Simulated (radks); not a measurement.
Results of a calculation; reference values are marked as such.
Polarisability of the technetium ion Tc3+, [Kr] 4d4, at imaginary frequency. Level of theory: non-relativistic Kohn-Sham, LDA (Slater exchange, Perdew-Wang correlation), spin-polarised, spherical densities, point nucleus; open shells are filled with parallel spins first (spin-orbit coupling, left out, can overturn this in heavy ions); relativity is left out, which matters for an element this heavy (a radial shooting solver on a logarithmic mesh with Libxc functionals). Response by self-consistent Sternheimer equations with the Hartree and adiabatic LDA kernel.

| w (hartree) | alpha1(iw) (bohr^3) |
|---|---|
| 0.00266 | 5.340 |
| 0.0143 | 5.339 |
| 0.0360 | 5.331 |
| 0.0697 | 5.307 |
| 0.118 | 5.246 |
| 0.186 | 5.118 |
| 0.280 | 4.877 |
| 0.413 | 4.480 |
| 0.605 | 3.902 |
| 0.892 | 3.154 |
| 1.35 | 2.287 |
| 2.12 | 1.406 |
| 3.59 | 0.6832 |
| 6.94 | 0.2487 |
| 17.5 | 0.06081 |

Static values: alpha1 = 5.340 bohr^3 (0.7914 angstrom^3; uncoupled 7.661). C6 = 24.36, triple-dipole C9 = 90.81 atomic units. One-pole (London) frequency 4 C6 / (3 alpha1^2) = 1.139 hartree, against 1.358 for minus the highest occupied eigenvalue. The dipole shielding factor is 0.931, as the force sum rule N/Z = 0.930 demands.
